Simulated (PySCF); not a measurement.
C5H5, SMILES [CH]1C=CC=C1 (connectivity only; charge and spin as stated), charge +1, multiplicity 1.

Geometry: B3LYP-D3(BJ)/def2-SVP. The spin state was assumed, not searched. The isomer is the one that the SMILES or the coordinates give; other isomers of the formula were not compared.

Two levels are set side by side: PBE/def2-TZVP (PySCF) and r2SCAN/def2-TZVP (PySCF). Same geometry, gas phase. Differences are taken from unrounded values.

```
quantity                     r2SCAN     PBE  PBE minus r2SCAN
---------------------------  ------  ------  ----------------
orbital gap (eV)               0.63    0.40             -0.22
highest occupied level (eV)  -12.15  -12.05              0.10
lowest empty level (eV)      -11.52  -11.65             -0.13
mean polarisability (bohr³)    47.1    47.6               0.5
```

Rough cost on one machine, each run with all the roots and properties that it gave: r2SCAN against PBE about 4 times.
